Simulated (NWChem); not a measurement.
Species: C₂H₂Br₂; SMILES Br/C=C\Br

All runs: NWChem. Structure relaxed at the B3LYP/6-31G* (spherical d) level. Level: PBE/def2-SVP with COSMO at NWChem's default radii, gas-phase geometry; rows give the dielectric constant.

```csv
dielectric constant,electrostatic solvation energy (kcal/mol),dipole in solution (D)
4.8,-2.2,1.89
7.6,-2.5,1.94
20.7,-2.7,2.01
46.7,-2.8,2.03
78.4,-2.8,2.04
```
